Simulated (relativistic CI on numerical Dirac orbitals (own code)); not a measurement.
What each ingredient does to the levels of W⁶⁴⁺

Base calculation: Dirac-Coulomb-Breit CI, orbitals from a KLI potential per configuration, QED by a radiative potential, unscaled Slater integrals.

CI space (outside the closed core 1s2): 2s²2p⁶, 2s²2p⁵3s, 2s²2p⁵3p, 2s²2p⁵3d, 2s2p⁶3s, 2s2p⁶3p, 2s2p⁶3d, 2s²2p⁵4s, 2s²2p⁵4p, 2s²2p⁵4d, 2s²2p⁵4f, 2s²2p⁴3s², 2s²2p⁴3s3p, 2s2p⁶4s, 2s²2p⁵5s, 2s2p⁶4p, 2s²2p⁵5p, 2s²2p⁴3s3d, 2s²2p⁵5d, 2s²2p⁴3p², 2s²2p⁵5f, 2s2p⁶4d, 2s²2p⁵5g, 2s2p⁶4f, 2s²2p⁴3p3d, 2s2p⁵3s², 2s²2p⁴3d², 2s2p⁵3s3p, 2s2p⁵3s3d, 2s2p⁵3p², 2s2p⁶5s, 2s2p⁶5p, 2s2p⁵3p3d, 2s2p⁶5d, 2s2p⁶5f, 2s2p⁶5g. Levels of other configurations are missing.

Variants: (1) P86 correlation estimate; (2) QED terms removed; (3) configuration mixing switched off. Shifts of the energy above 2s²2p⁶ ¹S0, in eV, for the lowest level and the first level of each name with at least 55 % of one term (blank where a level changes its place among those of its configuration and J or its character, or is not in the variant):

```
        Level     Base   Δ(1)   Δ(2)   Δ(3)
   2s²2p⁶ ¹S0     0.00   0.00   0.00   0.00
2s²2p⁵3s ³P°2  8295.72  +1.43  -2.63  -0.18
2s²2p⁵3s ¹P°1  8304.27  +1.43  -2.66  -0.08
 2s²2p⁵3p ³D3  8823.88  +1.49  +1.91  -0.47
 2s²2p⁵3p ¹P1  8824.28  +1.49  +1.92  -0.02
 2s²2p⁵3p ³P2  8836.95  +1.49  +1.91  -0.52
 2s²2p⁵3p ¹S0  8894.05  +1.49  +1.92  +0.65
2s²2p⁵3d ³P°0  8983.19  +1.20  +2.84  -0.51
2s²2p⁵3d ³P°1  8993.20  +1.20  +2.83  -0.68
2s²2p⁵3d ³F°4  9077.40  +1.20  +2.60  -0.95
2s²2p⁵3d ³D°3  9094.68  +1.20  +2.60  -0.96
2s²2p⁵3d ¹P°1  9124.04  +1.20  +2.60  -0.30
2s²2p⁵3s ³P°0  9682.86  +1.43  -3.96  +0.22
2s²2p⁵3s ³P°1  9686.26  +1.43  -3.98  -0.21
```

At this charge energies of transitions that change n are usually good to better than 1 %, and those within a shell (Δn = 0) to a few per cent.

Ionisation energy from the two ground configurations alone: base 15600.4 eV. The NIST ASD value (semi-empirical) is 15566 eV.

LS names give the leading component of a level, which can be under half, so a name can repeat, a term be missing and a line seem to break the LS rules.
